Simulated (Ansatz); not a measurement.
`[AlH2][O][GaH2]`. The species carries charge 0 and has multiplicity 1.

```csv
atom,x (Å),y (Å),z (Å)
Al1,-0.274,1.101,1.255
O2,-0.005,0.012,0.012
Ga3,0.283,-1.139,-1.299
H4,-0.258,0.571,2.748
H5,-0.535,2.620,0.892
H6,1.772,-1.316,-1.735
H7,-0.984,-1.848,-1.874
```

(1) What are the harmonic wavenumbers in cm⁻¹ at PBE0-D4/def2-TZVP (Ansatz, finite differences of forces, unscaled)? (Estimate.)

(2) Is this a minimum?

(3) Give the ideal-gas thermochemistry at 298.15 K and 1 bar (rigid rotor, harmonic oscillator; point group C2v, symmetry number 2).

(4) Rotational constants (cm⁻¹)?

Answers

(1) The calculation gave: 63, 77, 122, 423, 530, 554, 619, 625, 730, 796, 1062, 1929, 1931, 1999, 2001.

(2) Yes, all 15 modes are real.

(3) Zero-point energy 80.5 kJ/mol; H(298) − E = 99.5 kJ/mol; entropy 328.0 J/(mol·K), of which translation 168.2, rotation 97.9, vibration 61.9; G(298) − E = 1.8 kJ/mol. Modes under 100 cm⁻¹ are hindered rotations or soft bends, so the harmonic entropy is rough.

(4) 2.141, 0.0626, 0.06257.
